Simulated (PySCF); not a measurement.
ClH2InO. Atoms are numbered in the order given.

```xyz
5

In    -0.3178     0.3470     0.0000
H     -1.9538     0.8193     0.0000
Cl     0.3505    -1.8928     0.0000
O      1.3069     1.4903     0.0000
H      1.1098     2.4334     0.0000
```

Geometry optimised at B3LYP-D3(BJ)/def2-TZVP. The def2 effective core potentials stand for the cores of In; spin–orbit coupling is left out. The values are those of a single conformer.

The numbers are results of TDA-PBE0/def2-SVPD (PySCF), not measurements.

Vertical excitations. Gas-phase values at a fixed geometry. State labels are in the subgroup Cs.

Computed UV-visible absorptions:
```csv
state,symmetry,energy (eV),λ (nm),f,main pairs
S1,A",5.68,218,0.005,HOMO−1→LUMO+1 95 %
S2,A",5.71,217,0.003,HOMO→LUMO 98 %
S3,A',5.81,213,0.036,"HOMO→LUMO+1 75 %, HOMO−1→LUMO 18 %"
S4,A',6.07,204,0.017,"HOMO−1→LUMO 59 %, HOMO−3→LUMO+1 20 %, HOMO→LUMO+1 11 %"
S5,A",6.19,200,0.048,HOMO−2→LUMO+1 93 %
S6,A",6.36,195,0.004,HOMO−3→LUMO 98 %
S7,A',6.40,194,0.006,"HOMO−2→LUMO 70 %, HOMO−3→LUMO+1 19 %"
S8,A",6.89,180,0.007,HOMO−4→LUMO 98 %
S9,A',7.12,174,0.182,"HOMO−3→LUMO+1 44 %, HOMO−2→LUMO 18 %, HOMO−4→LUMO+1 9 %, HOMO−1→LUMO 7 %"
S10,A",7.30,170,0.013,HOMO−1→LUMO+2 85 %
T1,A',5.09,244,0,"HOMO→LUMO+1 79 %, HOMO−3→LUMO+1 16 %"
T2,A",5.25,236,0,HOMO−1→LUMO+1 80 %
T3,A',5.48,226,0,HOMO−1→LUMO 85 %
T4,A",5.51,225,0,HOMO→LUMO 88 %
```
Triplets are in the Tamm–Dancoff approximation.
